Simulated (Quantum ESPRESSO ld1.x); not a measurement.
Input (ld1.x (Quantum ESPRESSO 7.5)):

```
 &input
    atom='Zr',
    iswitch=1,
    rel=1,
    lsd=1,
    dft='SLA-VWN',
    config='[Kr] 4d1 6s1',
    verbosity='high',
    prefix='ld1',
    max_out_wfc=37,
    file_charge='ld1.rho',
 /
```

Command: `OMP_NUM_THREADS=1 ld1.x < ld1.in > ld1.out`

It prints:

```
     Program LD1 v.7.5 starts

     --------------------------- All-electron run ----------------------------

     scalar relativistic calculation

     atomic number is 40.00
     dft =SLA-VWN   lsd =1 sic =0 latt =0  beta=0.20 tr2=1.0E-14
     Exchange-correlation= SLA-VWN
                           (   1   2   0   0   0   0   0)
     mesh =2037 r(mesh) =  99.39686 a.u. xmin = -8.00 dx = 0.00800
     1 Ry =  13.60569312 eV, c = 137.03599908

     n l     nl                  e(Ry)          e(Ha)          e(eV)
     1 0     1S 1( 1.00)   -1309.868786133    -654.934393066 -17821.6727355
     2 0     2S 1( 1.00)    -182.974546517     -91.487273259  -2489.4955292
     2 1     2P 1( 3.00)    -163.477761524     -81.738880762  -2224.2282557
     3 0     3S 1( 1.00)     -31.324483180     -15.662241590   -426.1913054
     3 1     3P 1( 3.00)     -24.974405201     -12.487202600   -339.7940931
     4 0     4S 1( 1.00)      -5.637661819      -2.818830910    -76.7042966
     4 1     4P 1( 3.00)      -3.999737546      -1.999868773    -54.4192016
     3 2     3D 1( 5.00)     -14.518000996      -7.259000498   -197.5274663
     4 2     4D 1( 1.00)      -1.742219159      -0.871109579    -23.7040992
     6 0     6S 1( 1.00)      -0.675965965      -0.337982983     -9.1969855
     1 0     1S 2( 1.00)   -1309.868254784    -654.934127392 -17821.6655061
     2 0     2S 2( 1.00)    -182.966792292     -91.483396146  -2489.3900276
     2 1     2P 2( 3.00)    -163.471719598     -81.735859799  -2224.1460511
     3 0     3S 2( 1.00)     -31.318416921     -15.659208460   -426.1087697
     3 1     3P 2( 3.00)     -24.967833403     -12.483916702   -339.7046792
     4 0     4S 2( 1.00)      -5.591129622      -2.795564811    -76.0711938
     4 1     4P 2( 3.00)      -3.947175313      -1.973587656    -53.7040560
     3 2     3D 2( 5.00)     -14.509272372      -7.254636186   -197.4087073
     4 2     4D 2( 0.00)      -1.678659127      -0.839329564    -22.8393209
     6 0     6S 2( 0.00)      -0.626699923      -0.313349961     -8.5266868

     final scf error:  3.8E-15 reached in  24 iterations

     Etot =   -7186.834335 Ry,   -3593.417168 Ha,  -97781.862494 eV
     Total magnetization:    2.00 Bohr mag.

     Ekin =    7387.537758 Ry,    3693.768879 Ha,  100512.571675 eV
     Encl =  -17252.139751 Ry,   -8626.069875 Ha, -234727.319163 eV
     Eh   =    2896.371599 Ry,    1448.185800 Ha,   39407.143148 eV
     Exc  =    -218.603942 Ry,    -109.301971 Ha,   -2974.258154 eV

     normalization and overlap integrals

     s(1S/1S) =  1.000000  <r> =   0.0371  <r2> =    0.0019  r(max) =   0.0242
     s(1S/2S) = -0.008095
     s(1S/3S) = -0.003231
     s(1S/4S) = -0.001290
     s(1S/6S) = -0.000286
     s(2S/2S) =  1.000000  <r> =   0.1628  <r2> =    0.0312  r(max) =   0.1374
     s(2S/3S) = -0.001940
     s(2S/4S) = -0.000751
     s(2S/6S) = -0.000166
     s(2P/2P) =  1.000000  <r> =   0.1418  <r2> =    0.0246  r(max) =   0.1098
     s(2P/3P) = -0.001584
     s(2P/4P) = -0.000557
     s(3S/3S) =  1.000000  <r> =   0.4594  <r2> =    0.2420  r(max) =   0.4078
     s(3S/4S) = -0.000474
     s(3S/6S) = -0.000102
     s(3P/3P) =  1.000000  <r> =   0.4627  <r2> =    0.2496  r(max) =   0.4014
     s(3P/4P) = -0.000383
     s(4S/4S) =  1.000000  <r> =   1.2030  <r2> =    1.6397  r(max) =   1.0737
     s(4S/6S) = -0.000055
     s(4P/4P) =  1.000000  <r> =   1.3444  <r2> =    2.0659  r(max) =   1.1725
     s(3D/3D) =  1.000000  <r> =   0.4527  <r2> =    0.2480  r(max) =   0.3475
     s(3D/4D) = -0.000217
     s(4D/4D) =  1.000000  <r> =   1.8537  <r2> =    4.0302  r(max) =   1.5146
     s(6S/6S) =  1.000000  <r> =   5.9720  <r2> =   39.5142  r(max) =   5.9010
     s(1S/1S) =  1.000000  <r> =   0.0371  <r2> =    0.0019  r(max) =   0.0242
     s(1S/2S) = -0.008095
     s(1S/3S) = -0.003230
     s(1S/4S) = -0.001294
     s(1S/6S) = -0.000280
     s(2S/2S) =  1.000000  <r> =   0.1628  <r2> =    0.0312  r(max) =   0.1374
     s(2S/3S) = -0.001940
     s(2S/4S) = -0.000753
     s(2S/6S) = -0.000162
     s(2P/2P) =  1.000000  <r> =   0.1418  <r2> =    0.0246  r(max) =   0.1098
     s(2P/3P) = -0.001584
     s(2P/4P) = -0.000559
     s(3S/3S) =  1.000000  <r> =   0.4593  <r2> =    0.2420  r(max) =   0.4078
     s(3S/4S) = -0.000475
     s(3S/6S) = -0.000100
     s(3P/3P) =  1.000000  <r> =   0.4627  <r2> =    0.2496  r(max) =   0.4014
     s(3P/4P) = -0.000384
     s(4S/4S) =  1.000000  <r> =   1.2003  <r2> =    1.6320  r(max) =   1.0737
     s(4S/6S) = -0.000054
     s(4P/4P) =  1.000000  <r> =   1.3403  <r2> =    2.0534  r(max) =   1.1725
     s(3D/3D) =  1.000000  <r> =   0.4526  <r2> =    0.2478  r(max) =   0.3475
     s(3D/4D) = -0.000218
     s(4D/4D) =  1.000000  <r> =   1.8511  <r2> =    4.0261  r(max) =   1.5025
     s(6S/6S) =  1.000000  <r> =   6.1123  <r2> =   41.4705  r(max) =   5.9962

     ------------------------ End of All-electron run ------------------------
```

Run on one thread of a shared host, so times are rough (Intel(R) Xeon(R) Processor @ 2.60GHz): 0.66 s of CPU time, 1.5 s wall, 24 iterations on 2037 mesh points.
